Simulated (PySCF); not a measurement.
# Electronic structure of In²⁺ (indium, charge +2) at the UHF level

Configuration: [Kr] 4d10 5d1, 2D determinant (an excited configuration). Calculation: PySCF 2.14, in aug-cc-pVDZ-PP with ECP28MDF (5s4p3d, 32 functions); scalar relativity through the core potential.

- Total energy: -187.840733 hartree
- One-electron energy: -317.8117 hartree
- Hartree (Coulomb) energy: 145.3272 hartree
- Exchange energy: -15.3562 hartree
- ⟨S²⟩: 0.7500
- ⟨L²⟩: 6.000
- Sum of ⟨r⟩: 23.40 bohr
- Sum of ⟨r²⟩: 45.60 bohr²
- Traceless quadrupole moment −½Σ⟨3z² − r²⟩ along its main axis: 6.42 e·bohr²

```csv
shell,electrons,mean orbital energy (hartree),spread (hartree),"rms radius, mean of both spins (bohr)"
4s α,1,-6.19793,0,0.912
4s β,1,-6.19538,0,0.912
4p α,3,-4.45702,0.00208,0.992
4p β,3,-4.45434,0.00539,0.992
4d α,5,-1.83246,0.00717,1.24
4d β,5,-1.82980,0.00741,1.24
5d α,1,-0.43115,0,4.75
```

Energies and moments cover only the electrons outside the core potential. The outer electron is Rydberg-like, and this basis confines it to a smaller radius and binds it less than a complete one would.
